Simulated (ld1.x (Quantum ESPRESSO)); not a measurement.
## Configuration tests for Bi (PAW)

ld1.x (Quantum ESPRESSO) 7.5 input, shortened:

```
&input
   title='Bi', zed=83., rel=1, dft='PBE', iswitch=3,
   config='[Xe] 4f14 5d10 6s2 6p2'
 /
 &inputp
   pseudotype=3, lpaw=.true., tm=.true., lloc=-1, rcloc=1.55,
   nlcc=.true., new_core_ps=.true.,
   which_augfun='PSQ', rmatch_augfun_nc=.true.
 /
6
6S  1  0   2.00   0.00  1.65  2.25  0.0
6S  1  0   0.00  -1.20  1.65  2.25  0.0
6P  2  1   2.00   0.00  2.25  2.80  0.0
6P  2  1   0.00   3.35  2.25  2.80  0.0
5D  3  2  10.00   0.00  1.30  1.45  0.0
5D  3  2   0.00   1.50  1.30  1.45  0.0
 &test
   configts(1)='5d10 6s2 6p2'
 /
```

Energies are relative to the spin-unpolarised reference configuration 5d10 6s2 6p2; without spin polarisation the order of configurations can differ from experiment.

```csv
valence configuration,charge,ΔE all-electron (eV),error AE − PS (meV)
5d10 6s2 6p3,0,-7.913,+7.6
5d10 6s2 6p1,+2,15.247,-4.3
5d10 6s2 6p0,+3,38.590,-18
5d9 6s2 6p3,+1,25.409,-50
5d10 6s1 6p3,+1,10.818,-1.9
5d9 6s2 6p4,0,16.295,-19
```

What are ΔE and the potential's error for 5d10 6s2 6p2.5?

ΔE = -4.816 eV all-electron; the error (AE − PS) is +3.2 meV.

Levels in the configuration 5d9 6s2 6p4:

```
level  all-electron (eV)  pseudo (eV)
   5d            -31.490      -31.533
   6s            -16.422      -16.434
   6p             -5.577       -5.604
```

Note: ghost state, extra bound levels that the all-electron valence spectrum of the same l lacks: s at -150.2 eV. A true bound ghost makes a file unfit for plane-wave use.
